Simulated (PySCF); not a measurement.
Shapes and spin states of FeH₃

Method: PBE0/[Fe def2-TZVP, H def2-TZVP], no relativity, density fitting, PySCF.

Relaxations began from a few typed shapes and spin states; open shells are unrestricted. The search is not exhaustive: other isomers or separated fragments can lie lower, and high-lying points may rest on an excited occupation.

(1) Order these stationary points by electronic energy, lowest first, in kJ/mol from the lowest minimum.
A. quartet C2v: Fe–H 1.604 Å, Fe–H 1.724 Å (×2), H–H 0.828 Å; Fe–H–H 76.1° (×2), H–Fe–H 27.8°, H–Fe–H 166.1° (×2)
B. quartet C2v: Fe–H 1.488 Å, Fe–H 1.604 Å (×2); H–Fe–H 76.2° (×2), H–Fe–H 152.4°
C. doublet C3v: Fe–H 1.498 Å (×3); H–Fe–H 101.6° (×3)
D. quartet C2v: Fe–H 1.598 Å, Fe–H 1.673 Å (×2), H–H 0.843 Å; Fe–H–H 75.4° (×2), H–Fe–H 29.2°, H–Fe–H 165.4° (×2)
E. broken-symmetry Ms = 1/2 (⟨S²⟩ 1.72) C2v: Fe–H 1.592 Å, Fe–H 1.674 Å (×2), H–H 0.836 Å; Fe–H–H 75.5° (×2), H–Fe–H 28.9°, H–Fe–H 165.5° (×2)
F. sextet C3v: Fe–H 1.619 Å (×3); H–Fe–H 119.0° (×3)

(2) Which of them are minima?

Answers

(1) A (0.0), D (7.1), B (74.5), F (104.8), E (108.8), C (159.2).

(2) By energy in kJ/mol, 0.0: minimum; 7.1: minimum; 74.5: saddle point, 1 imaginary mode; 104.8: minimum; 108.8: minimum; 159.2: minimum.

For the lowest minimum: open d and f shells are described by one determinant, and the ground state may have another occupation or spin.

The electron or spin density has lower symmetry than the nuclear frame for the broken-symmetry Ms = 1/2 (⟨S²⟩ 1.72) C2v at 108.8 kJ/mol.
